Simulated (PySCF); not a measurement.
B2HO2, charge +1. Atoms are numbered in the order given.

```xyz
5

O      0.0000     0.0000    -2.1414
B      0.0000     0.0000    -0.9357
B      0.0000     0.0000     0.7004
O      0.0000     0.0000     1.9257
H      0.0000     0.0000     2.9024
```
Charge +1, spin multiplicity 1.

The structure is a stationary point at PBE-D3(BJ)/def2-TZVP. The isomer is the one that the SMILES or the coordinates give; other isomers of the formula were not compared. One conformer was computed; it need not be the lowest.

All values below come from PySCF with PBE/def2-TZVPD.

Gas-phase values at a fixed geometry.

### Question
Estimate the frontier levels, gap, dipole moment and polarisability. (An estimate is asked for; the answer gives what the named calculation found.)

### Answer

```yaml
highest_occupied_level: -14.71 eV
lowest_empty_level: -10.04 eV
orbital_gap: 4.67 eV
dipole_moment_about_the_centre_of_nuclear_charge: 7.33 D
mean_static_polarisability: 29.2 bohr³ (4.33 Å³)
polarisability_principal_values: 19.7, 19.7, 48.3 bohr³
```
